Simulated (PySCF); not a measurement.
Compound: C8H11 (charge +1).
SMILES with atom numbers: `[CH2:1]=[CH:2][CH2:3][C:4]#[C:5][C+:6]([CH3:7])[CH3:8]` (hydrogens: H9, H10 on C1; H11 on C2; H12, H13 on C3; H14, H15, H16 on C7; H17, H18, H19 on C8)

The geometry is computed with GFN2-xTB (gas phase).

(1) List the bond lengths, angles and torsions at this level.

## Answers

(1) 
```json
{"bond": "C1=C2", "length (Å)": "1.321", "order": "double"}
{"bond": "C2–C3", "length (Å)": "1.504", "order": "single"}
{"bond": "C3–C4", "length (Å)": "1.415", "order": "single"}
{"bond": "C4≡C5", "length (Å)": "1.223", "order": "triple"}
{"bond": "C5–C6", "length (Å)": "1.365", "order": "single"}
{"bond": "C6–C7, C6–C8", "length (Å)": "1.463", "order": "single"}
{"bond": "C1–H9", "length (Å)": "1.078", "order": "single"}
{"bond": "C1–H10", "length (Å)": "1.075", "order": "single"}
{"bond": "C2–H11", "length (Å)": "1.080", "order": "single"}
{"bond": "C3–H12, C3–H13", "length (Å)": "1.100", "order": "single"}
{"bond": "C7–H14 and 5 like bonds", "length (Å)": "1.091", "order": "single"}
```

Bonds in one row agree within 0.01 Å and their mean is given. Orders are formal, as drawn. A selection of angles:
```json
{"angle": "C1–C2–C3", "degrees": "125.5"}
{"angle": "C2–C3–C4", "degrees": "116.7"}
{"angle": "C3–C4–C5", "degrees": "178.6"}
{"angle": "C4–C5–C6", "degrees": "178.9"}
{"angle": "C5–C6–C7", "degrees": "120.1"}
{"angle": "C7–C6–C8", "degrees": "120.0"}
```

Dihedral angles: C1–C2–C3–C4 -12° (synperiplanar). The mirror-image conformer, all signs reversed, is as good.

C6 (carbon bonded to 3 C) is planar (angles 120.1°, 120.0° and 119.9°, sum 360.0°, 0.00 Å off the plane of its three neighbours). C2 (alkene CH carbon) is planar (angles 125.5°, 120.9° and 113.6°, sum 360.0°, 0.01 Å off the plane of its three neighbours). The 7 C–C bonds span 1.223 Å (C4≡C5, drawn triple) to 1.504 Å (C2–C3, drawn single), a spread of 0.281 Å. C1 (terminal =CH2 carbon) is planar (angles 122.3°, 121.3° and 116.4°, sum 360.0°, 0.00 Å off the plane of its three neighbours). Of the pairs four or more bonds apart, C4···H9 is among the closest relative to their van der Waals radii: 2.65 Å, 91 % of the sum of Bondi's values.

Point group: C1 (no symmetry element, even within 0.4 Å). Not checked by GFN2-xTB frequencies.
